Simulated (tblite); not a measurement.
CH10GeOSi3.
Numbering: `[O:1]=[CH:2][GeH2:3][SiH2:4][SiH2:5][SiH3:6]` (hydrogens: H7 on C2; H8, H9 on Ge3; H10, H11 on Si4; H12, H13 on Si5; H14, H15, H16 on Si6)

Computed with GFN2-xTB (tblite), gas phase: L-BFGS steps from a force-field or distance-geometry start until the largest atomic force falls under 0.01 eV/Å.

Geometry at step 4:
```
atom  x, y, z in Å
O1      3.0668    1.2196    1.6968
C2      2.3910    0.5705    0.9367
Ge3     1.3477    1.3657   -0.6031
Si4     0.2626   -0.3231   -1.7348
Si5    -0.9540   -1.5500   -0.2213
Si6    -2.3007   -0.1090    0.9568
H7      2.3267   -0.5488    1.0765
H8      2.3544    2.0967   -1.4279
H9      0.4257    2.3522    0.0370
H10    -0.6379    0.3069   -2.6915
H11     1.2298   -1.1839   -2.3939
H12    -1.7615   -2.5267   -0.9483
H13    -0.0426   -2.2307    0.7076
H14    -3.1605    0.5978    0.0079
H15    -3.0970   -0.8775    1.8993
H16    -1.4581    0.8491    1.6670
```

**Question.** What forces act on the atoms?

**Answer.** 
```json
{"atom": "O1", "Fx (eV/Å)": "-0.329", "Fy (eV/Å)": "-0.363", "Fz (eV/Å)": "-0.356"}
{"atom": "C2", "Fx (eV/Å)": "0.214", "Fy (eV/Å)": "0.203", "Fz (eV/Å)": "0.220"}
{"atom": "Ge3", "Fx (eV/Å)": "0.279", "Fy (eV/Å)": "-0.415", "Fz (eV/Å)": "0.343"}
{"atom": "Si4", "Fx (eV/Å)": "-0.189", "Fy (eV/Å)": "-0.242", "Fz (eV/Å)": "-0.033"}
{"atom": "Si5", "Fx (eV/Å)": "-0.064", "Fy (eV/Å)": "0.073", "Fz (eV/Å)": "0.062"}
{"atom": "Si6", "Fx (eV/Å)": "0.027", "Fy (eV/Å)": "-0.163", "Fz (eV/Å)": "-0.073"}
{"atom": "H7", "Fx (eV/Å)": "0.020", "Fy (eV/Å)": "0.372", "Fz (eV/Å)": "-0.030"}
{"atom": "H8", "Fx (eV/Å)": "0.094", "Fy (eV/Å)": "0.363", "Fz (eV/Å)": "0.072"}
{"atom": "H9", "Fx (eV/Å)": "0.105", "Fy (eV/Å)": "0.281", "Fz (eV/Å)": "-0.019"}
{"atom": "H10", "Fx (eV/Å)": "0.016", "Fy (eV/Å)": "-0.022", "Fz (eV/Å)": "-0.257"}
{"atom": "H11", "Fx (eV/Å)": "0.179", "Fy (eV/Å)": "0.014", "Fz (eV/Å)": "-0.319"}
{"atom": "H12", "Fx (eV/Å)": "0.047", "Fy (eV/Å)": "-0.240", "Fz (eV/Å)": "0.059"}
{"atom": "H13", "Fx (eV/Å)": "-0.040", "Fy (eV/Å)": "-0.195", "Fz (eV/Å)": "-0.066"}
{"atom": "H14", "Fx (eV/Å)": "-0.080", "Fy (eV/Å)": "0.091", "Fz (eV/Å)": "0.130"}
{"atom": "H15", "Fx (eV/Å)": "-0.197", "Fy (eV/Å)": "0.124", "Fz (eV/Å)": "0.170"}
{"atom": "H16", "Fx (eV/Å)": "-0.081", "Fy (eV/Å)": "0.119", "Fz (eV/Å)": "0.098"}
```

The largest, 0.61 eV/Å, acts on Ge3 (O1 within 3 % of it); the rms over all components is 0.196 eV/Å. The forces sum to zero within rounding, as they must for an isolated molecule in no field.

**Question.** Give the force on Ge3 in Eh/bohr and in nN.

**Answer.** 0.606 eV/Å ÷ 51.422 = 0.01179 Eh/bohr, and 0.606 eV/Å × 1.602 = 0.97 nN.

**Question.** How far is this geometry from the end of the optimisation?

**Answer.** 0.265 eV above it, and 0.498 Å rms away after alignment. The bonds farthest from their final lengths, with half the difference of the two atoms' forces along the bond (positive lengthens):

| bond | now (Å) | final (Å) | force along bond (eV/Å) |
| --- | --- | --- | --- |
| Ge3–Si4 | 2.304 | 2.363 | +0.14 |
| C2–Ge3 | 2.023 | 1.987 | -0.19 |
| Si4–Si5 | 2.297 | 2.331 | -0.09 |
| Si5–Si6 | 2.297 | 2.323 | -0.14 |
| Ge3–H9 | 1.494 | 1.516 | +0.21 |
| C2–H7 | 1.130 | 1.115 | -0.09 |

The angle farthest from its final value is H10–Si4–H11, 111.7° against 104.8°.

Of the 6 listed bonds off by 0.010 Å or more, this force points towards the final length in 4.

The cost below is that of the whole relaxation. The run took 1.5 s wall on Arm Neoverse N1, one thread, no GPU, on a shared host.
